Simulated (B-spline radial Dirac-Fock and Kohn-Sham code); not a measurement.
Atomic cesium: differential elastic cross section for electrons at 1.5 keV

The computed values come from an atomic code on a B-spline grid: relativistic (Dirac) partial waves in the static field of the Dirac-Fock atom with Furness-McCarthy exchange, without polarisation or absorption potentials.

| θ (°) | dσ/dΩ (Å²/sr) | Sherman function |
| --- | --- | --- |
| 0 | 133 | 0.000 |
| 1 | 116 | 0.000 |
| 2 | 80.3 | 0.000 |
| 3 | 50.9 | 0.000 |
| 5 | 22.1 | 0.000 |
| 7 | 11.0 | 0.000 |
| 10 | 4.33 | -0.001 |
| 15 | 1.34 | -0.001 |
| 20 | 0.594 | 0.000 |
| 25 | 0.312 | 0.003 |
| 30 | 0.192 | 0.008 |
| 40 | 0.0940 | 0.013 |
| 50 | 0.0522 | -0.005 |
| 60 | 0.0327 | -0.040 |
| 70 | 0.0243 | -0.048 |
| 80 | 0.0212 | -0.008 |
| 90 | 0.0189 | 0.051 |
| 100 | 0.0147 | 0.104 |
| 110 | 0.00872 | 0.139 |
| 120 | 0.00513 | 0.033 |
| 130 | 0.00956 | -0.125 |
| 140 | 0.0259 | -0.091 |
| 150 | 0.0530 | -0.054 |
| 160 | 0.0840 | -0.031 |
| 170 | 0.109 | -0.014 |
| 180 | 0.118 | 0.000 |

Question: What integrated cross sections go with this distribution?

Answer: The total elastic cross section is 2.87 Å², the first transport cross section 0.387 Å² and the second, weighted with (3/2) sin²θ, 0.407 Å². The mean deflection is ⟨1 − cos θ⟩ = 0.135, and 5.2 % of the collisions scatter beyond 90°.

On this grid of angles the cross section has a minimum near 120°, from interference among the few low partial waves with large phase shifts.
